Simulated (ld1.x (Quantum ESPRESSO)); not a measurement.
# Before and after: TM potential for Pd

* Element: Pd (Z = 46)
* Generator: ld1.x (Quantum ESPRESSO) 7.5
* Type: norm-conserving Troullier–Martins (Kleinman–Bylander form)
* Functional: PBE
* Relativity: non-relativistic
* Frozen core: [Ar] 3d10 4s2
* Valence charge: 16
* Reference configuration: 4p6 4d9 5s0 5p0 (charge +1)
* Partial waves: 5s (bound, empty): rc 2.10 bohr; 4p (bound): rc 1.60 bohr; 4d (bound): rc 1.70 bohr
* Local potential: all-electron potential smoothed inside 1.60 bohr (lloc = -1)
* Core correction: Bessel-smoothed model core inside 0.90 bohr

All-electron outer shells of the reference configuration (PBE, non-relativistic, ld1.x):

| shell | level (eV) | outermost node (bohr) | outermost maximum (bohr) |
| --- | --- | --- | --- |
| 4s | -90.06 | 0.47 | 0.88 |
| 4p | -60.65 | 0.46 | 0.92 |
| 4d | -14.83 | 0.45 | 1.09 |
| 5s | -10.36 | 1.18 | 2.54 |
| 5p | -6.08 | 1.31 | 3.23 |

Change: local potential the d channel.

Cutoffs: the cutoffs (Ry, on a coarse ladder) from which the occupation-weighted sum of valence levels, in a spherical-Bessel basis at the reference potential, stays within 10 and 1 mRy of its value at 400 Ry; they do not see the model core or the augmentation charge, which bear on the density cutoff. Errors are all-electron minus pseudo energies relative to the spin-unpolarised reference configuration.

Task: Predict the effect on cutoff, ghosts and configuration errors.

Result: The potential gets neither clearly harder nor softer (60 Ry and 90 Ry → 60 Ry and 80 Ry); both files keep a bound ghost (s); of the 7 tests that both files solve, the error grows in 0 and shrinks in 1 by more than 15 % and 0.3 meV (median size 39.0 → 18.3 meV); the range in which the s phases agree narrows (upper end 2.2 → 0.9).

| quantity | base | changed |
| --- | --- | --- |
| cutoff, loose | 60 Ry | 60 Ry |
| cutoff, tight | 90 Ry | 80 Ry |
| bound ghosts | s | s |
| error for 4p6 4d10 5s0 5p0, meV [ΔE -9.25 eV] | -3.2 | -3.3 |
| error for 4p6 4d8 5s0 5p0, meV [ΔE 21.11 eV] | -8.3 | -9.0 |
| error for 4p6 4d7 5s0 5p0, meV [ΔE 55.91 eV] | -42 | -47 |
| error for 4p6 4d8 5s1 5p0, meV [ΔE 5.54 eV] | -39 | -38 |
| error for 4p6 4d9 5s1 5p0, meV [ΔE -7.08 eV] | -6.2 | -6.0 |
| error for 4p5 4d10 5s0 5p0, meV [ΔE 46.02 eV] | -47 | -48 |
| error for 4p6 4d9 5s0 5p1, meV [ΔE -3.78 eV] | +100 | +18 |
| s: phases at 2.29 bohr within 0.05 rad from the reference energy up to (Ry; the scan ends near 5) | 2.2 | 0.9 |
| p: phases at 2.29 bohr within 0.05 rad from the reference energy up to (Ry; the scan ends near 5) | -0.5 | 0.3 |
| d: phases at 2.29 bohr within 0.05 rad from the reference energy up to (Ry; the scan ends near 5) | 2.5 | 2.8 |

 A true bound ghost makes a file unfit for plane-wave use even where its test errors are small: the radial tests pick states by their node count and pass the ghost by.
